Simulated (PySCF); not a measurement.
**Steps of a relaxation of [Ce(H2O)8]3+**

[Ce(H2O)8]3+ (singlet in the valence; each metal's 4f electrons, 1 of them, lie in its core potential, out of spins and levels; a saddle point, relaxed within its symmetry). PySCF 2.14.0, RKS PBE, Ce lcecp-1-SVP with ECP47, O def2-SVP, H def2-SVP; non-relativistic Hamiltonian with scalar-relativistic core potentials where named; density fitting; no spin-orbit coupling. Origin of the start: template. Columns: position (Å) and force (eV/Å). Energies are counted from the last step; some of the 11 steps are shown. Forces carry noise of the integration grid, about 0.01 to 0.03 eV/Å.

Run from Python with OMP_NUM_THREADS=4. Where DIIS fails, smearing, a level shift and second-order steps follow.
It took 2 min on 4 threads of Arm Neoverse V2 (shared host), from the converged density of the start.

```xyz
25
step 0  E = 0.093 eV
Ce    0.0000    0.0000    0.0000     0.00    0.00    0.00
O     2.2182    0.0001    1.3321    -0.80    0.00   -0.37
H     2.3277    0.0001    2.2960     0.21    0.00    0.53
H     3.1205    0.0001    0.9757     0.53    0.00   -0.17
O    -0.0001    2.2182    1.3321     0.00   -0.80   -0.37
H    -0.0001    2.3277    2.2960     0.00    0.21    0.53
H    -0.0001    3.1205    0.9757     0.00    0.53   -0.17
O    -2.2182   -0.0001    1.3321     0.80    0.00   -0.37
H    -2.3277   -0.0001    2.2960    -0.21    0.00    0.53
H    -3.1205   -0.0001    0.9757    -0.53    0.00   -0.17
O     0.0001   -2.2182    1.3321     0.00    0.80   -0.37
H     0.0001   -2.3277    2.2960     0.00   -0.21    0.53
H     0.0001   -3.1205    0.9757     0.00   -0.53   -0.17
O     1.5685    1.5686   -1.3321    -0.57   -0.57    0.37
H     2.2064    2.2066   -0.9757     0.37    0.37    0.17
H     1.6459    1.6460   -2.2960     0.15    0.15   -0.52
O    -1.5686    1.5685   -1.3321     0.57   -0.57    0.37
H    -2.2066    2.2064   -0.9757    -0.37    0.37    0.17
H    -1.6460    1.6459   -2.2960    -0.15    0.15   -0.52
O    -1.5685   -1.5686   -1.3321     0.57    0.57    0.37
H    -2.2064   -2.2066   -0.9757    -0.37   -0.37    0.17
H    -1.6459   -1.6460   -2.2960    -0.15   -0.15   -0.52
O     1.5686   -1.5685   -1.3321    -0.57    0.57    0.37
H     2.2066   -2.2064   -0.9757     0.37   -0.37    0.17
H     1.6460   -1.6459   -2.2960     0.15   -0.15   -0.52
```

```xyz
25
step 3  E = 0.009 eV
Ce    0.0000    0.0000    0.0000     0.00    0.00    0.00
O     2.2054    0.0001    1.3253     0.05    0.00    0.07
H     2.3626    0.0001    2.2955    -0.01    0.00   -0.03
H     3.1144    0.0001    0.9520    -0.04    0.00   -0.05
O    -0.0001    2.2054    1.3253     0.00    0.05    0.07
H    -0.0001    2.3626    2.2955     0.00   -0.01   -0.03
H    -0.0001    3.1144    0.9520     0.00   -0.04   -0.05
O    -2.2054   -0.0001    1.3253    -0.05    0.00    0.07
H    -2.3626   -0.0001    2.2955     0.01    0.00   -0.03
H    -3.1144   -0.0001    0.9520     0.04    0.00   -0.05
O     0.0001   -2.2054    1.3253     0.00   -0.05    0.07
H     0.0001   -2.3626    2.2955     0.00    0.01   -0.03
H     0.0001   -3.1144    0.9520     0.00    0.04   -0.05
O     1.5594    1.5595   -1.3253     0.04    0.04   -0.07
H     2.2022    2.2023   -0.9520    -0.03   -0.03    0.05
H     1.6706    1.6707   -2.2955    -0.01   -0.01    0.03
O    -1.5595    1.5594   -1.3253    -0.04    0.04   -0.07
H    -2.2023    2.2022   -0.9520     0.03   -0.03    0.05
H    -1.6707    1.6706   -2.2955     0.01   -0.01    0.03
O    -1.5594   -1.5595   -1.3253    -0.04   -0.04   -0.07
H    -2.2022   -2.2023   -0.9520     0.03    0.03    0.05
H    -1.6706   -1.6707   -2.2955     0.01    0.01    0.03
O     1.5595   -1.5594   -1.3253     0.04   -0.04   -0.07
H     2.2023   -2.2022   -0.9520    -0.03    0.03    0.05
H     1.6707   -1.6706   -2.2955    -0.01    0.01    0.03
```

```xyz
25
step 7  E = 0.001 eV
Ce    0.0000    0.0000    0.0000     0.00    0.00    0.00
O     2.2105    0.0001    1.3142    -0.01    0.00   -0.02
H     2.3980    0.0001    2.2783     0.01    0.00    0.00
H     3.1019    0.0001    0.9030     0.01    0.00    0.01
O    -0.0001    2.2105    1.3142     0.00   -0.01   -0.02
H    -0.0001    2.3980    2.2783     0.00    0.01    0.00
H    -0.0001    3.1019    0.9030     0.00    0.01    0.01
O    -2.2105   -0.0001    1.3142     0.01    0.00   -0.02
H    -2.3980   -0.0001    2.2783    -0.01    0.00    0.00
H    -3.1019   -0.0001    0.9030    -0.01    0.00    0.01
O     0.0001   -2.2105    1.3142     0.00    0.01   -0.02
H     0.0001   -2.3980    2.2783     0.00   -0.01    0.00
H     0.0001   -3.1019    0.9030     0.00   -0.01    0.01
O     1.5630    1.5631   -1.3142     0.00    0.00    0.02
H     2.1933    2.1934   -0.9030     0.01    0.01    0.00
H     1.6956    1.6957   -2.2783     0.00    0.00    0.00
O    -1.5631    1.5630   -1.3142     0.00    0.00    0.02
H    -2.1934    2.1933   -0.9030    -0.01    0.01    0.00
H    -1.6957    1.6956   -2.2783     0.00    0.00    0.00
O    -1.5630   -1.5631   -1.3142     0.00    0.00    0.02
H    -2.1933   -2.1934   -0.9030    -0.01   -0.01    0.00
H    -1.6956   -1.6957   -2.2783     0.00    0.00    0.00
O     1.5631   -1.5630   -1.3142     0.00    0.00    0.02
H     2.1934   -2.1933   -0.9030     0.01   -0.01    0.00
H     1.6957   -1.6956   -2.2783     0.00    0.00    0.00
```

Question: Where does the relaxation end?

Answer: It converges at step 10 in D4d:
```xyz
25
step 10  E = 0
Ce    0.0000    0.0000    0.0000
O     2.2178    0.0001    1.3040
H     2.4094    0.0001    2.2674
H     3.1081    0.0001    0.8899
O    -0.0001    2.2178    1.3040
H    -0.0001    2.4094    2.2674
H    -0.0001    3.1081    0.8899
O    -2.2178   -0.0001    1.3040
H    -2.4094   -0.0001    2.2674
H    -3.1081   -0.0001    0.8899
O     0.0001   -2.2178    1.3040
H     0.0001   -2.4094    2.2674
H     0.0001   -3.1081    0.8899
O     1.5682    1.5683   -1.3040
H     2.1977    2.1978   -0.8899
H     1.7036    1.7037   -2.2674
O    -1.5683    1.5682   -1.3040
H    -2.1978    2.1977   -0.8899
H    -1.7037    1.7036   -2.2674
O    -1.5682   -1.5683   -1.3040
H    -2.1977   -2.1978   -0.8899
H    -1.7036   -1.7037   -2.2674
O     1.5683   -1.5682   -1.3040
H     2.1978   -2.1977   -0.8899
H     1.7037   -1.7036   -2.2674
```

Question: How did the contacts change?

Answer: 
```
      contact  start (Å)  end (Å)
 Ce1–O2 (H2O)      2.587    2.573
 Ce1–O5 (H2O)      2.587    2.573
 Ce1–O8 (H2O)      2.587    2.573
Ce1–O11 (H2O)      2.587    2.573
Ce1–O14 (H2O)      2.587    2.573
Ce1–O17 (H2O)      2.587    2.573
Ce1–O20 (H2O)      2.587    2.573
Ce1–O23 (H2O)      2.587    2.573
```


An lcecp potential fixes the number of 4f electrons, so in runs with it no electron can move into or out of that shell.
